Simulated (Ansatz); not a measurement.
The same path of a periodic cell of 63 atoms, Si₆₂P (host Si, host structure diamond, dopant P, one Si atom removed) was run twice with different band settings. Lost on the way: Si15–P16, P16–Si17, P16–Si38. Made: P16–Si21, P16–Si35, P16–Si55.

All numbers below come from DFT PBE, scalar-relativistic, plane waves, PAW in Ansatz. Settings: PAW set soft_1, cutoff 420 eV, k mesh 1x1x1, gaussian smearing 0.02 eV, spin collinear.

Relaxed end points:

```xyz
63
Lattice="10.8600 0.0000 0.0000 0.0000 10.8600 0.0000 0.0000 0.0000 10.8600" Properties=species:S:1:pos:R:3
Si 5.439 0.003 -0.006
Si 6.759 1.353 1.390
Si 8.117 2.709 0.001
Si 9.485 4.089 1.344
Si 8.115 0.030 2.791
Si 9.555 1.394 4.039
Si -0.046 0.003 0.004
Si 1.353 1.386 1.301
Si 2.735 2.728 -0.051
Si 4.055 4.082 1.350
Si 5.425 5.430 0.003
Si 6.766 6.847 1.428
Si 8.141 8.142 0.028
Si 9.469 9.505 1.405
Si 2.712 0.097 2.713
P 4.059 1.353 4.080
Si 5.348 2.700 2.733
Si 6.759 4.043 4.080
Si 8.117 5.432 2.724
Si 9.477 6.815 4.072
Si 6.777 1.013 6.508
Si 8.116 2.643 5.402
Si 9.469 4.028 6.788
Si 8.156 -0.046 8.101
Si 9.478 1.361 9.478
Si 0.004 5.435 -0.002
Si 1.362 6.811 1.351
Si 2.757 8.174 0.041
Si 4.111 9.554 1.425
Si 0.030 2.761 2.671
Si 1.353 4.132 4.047
Si 2.735 5.483 2.705
Si 4.103 6.836 4.085
Si 5.483 8.324 2.898
Si 6.776 9.785 4.420
Si 0.002 0.004 5.429
Si 1.385 1.356 6.749
Si 2.712 2.720 5.336
Si 4.111 4.008 6.739
Si 5.439 5.439 5.430
Si 6.807 6.782 6.796
Si 8.156 8.192 5.479
Si 9.588 9.460 6.833
Si 2.719 -0.006 8.130
Si 4.103 1.348 9.457
Si 5.483 2.535 7.969
Si 6.766 4.005 9.446
Si 8.141 5.404 8.151
Si 9.501 6.778 9.515
Si 0.014 8.167 2.727
Si 1.385 9.544 4.077
Si -0.046 5.429 5.430
Si 1.379 6.748 6.784
Si 2.718 8.162 5.439
Si 4.073 9.458 6.834
Si 0.014 2.706 8.126
Si 1.362 4.082 9.482
Si 2.757 5.392 8.119
Si 4.076 6.784 9.509
Si 5.454 8.134 8.159
Si 6.807 9.498 9.511
Si 0.069 8.104 8.188
Si 1.379 9.509 9.544
```

```xyz
63
Lattice="10.8600 0.0000 0.0000 0.0000 10.8600 0.0000 0.0000 0.0000 10.8600" Properties=species:S:1:pos:R:3
Si 5.429 0.001 0.011
Si 6.727 1.358 1.418
Si 8.110 2.709 0.017
Si 9.478 4.079 1.351
Si 8.113 0.007 2.757
Si 9.509 1.357 4.073
Si -0.002 0.008 -0.002
Si 1.358 1.379 1.358
Si 2.701 2.729 -0.021
Si 4.051 4.072 1.358
Si 5.422 5.432 -0.002
Si 6.770 6.796 1.379
Si 8.153 8.137 0.023
Si 9.494 9.520 1.379
Si 2.763 0.153 2.763
P 5.403 0.027 5.403
Si 5.277 2.667 2.763
Si 6.727 4.012 4.072
Si 8.110 5.413 2.721
Si 9.503 6.787 4.068
Si 6.776 1.261 6.776
Si 8.113 2.673 5.423
Si 9.494 4.051 6.770
Si 8.161 -0.027 8.161
Si 9.503 1.362 9.503
Si -0.007 5.437 -0.007
Si 1.351 6.812 1.351
Si 2.721 8.180 0.017
Si 4.072 9.563 1.418
Si -0.021 2.729 2.701
Si 1.358 4.072 4.051
Si 2.701 5.451 2.701
Si 4.073 6.781 4.073
Si 5.423 8.177 2.757
Si 6.776 9.514 4.169
Si 0.011 0.001 5.429
Si 1.418 1.358 6.727
Si 2.763 2.667 5.277
Si 4.072 4.012 6.727
Si 5.429 5.419 5.429
Si 6.800 6.760 6.800
Si 8.161 8.129 5.457
Si 9.530 9.490 6.800
Si 2.757 0.007 8.113
Si 4.073 1.357 9.509
Si 5.423 2.673 8.113
Si 6.770 4.051 9.494
Si 8.153 5.407 8.153
Si 9.504 6.786 9.504
Si 0.017 8.180 2.721
Si 1.418 9.563 4.072
Si -0.002 5.432 5.422
Si 1.379 6.796 6.770
Si 2.757 8.177 5.423
Si 4.169 9.514 6.776
Si 0.017 2.709 8.110
Si 1.351 4.079 9.478
Si 2.721 5.413 8.110
Si 4.068 6.787 9.503
Si 5.457 8.129 8.161
Si 6.800 9.490 9.530
Si 0.023 8.137 8.153
Si 1.379 9.520 9.494
```

Common settings: movable images 3; climbing image yes; spring 5.0 eV/Å²; optimiser quadratic models (default); force threshold 0.05 eV/Å; end points relaxed.

| run | start path | iteration limit |
| --- | --- | --- |
| 1 | IDPP | 57 |
| 2 | default | 10 |

What does each run give, and how far can it be trusted?

Run 1: converged after 10 iterations, highest image 1.121 eV above the first end. By the program's own check the climbing image is a first-order saddle point (lowest curvatures found: -2.50 and 1.21 eV/Å²).
Run 2: converged after 8 iterations, highest image 1.188 eV above the first end. The order of the point at the top wasn't checked.
Limits of this set-up: coarse k mesh, a typed lattice constant that wasn't relaxed here.
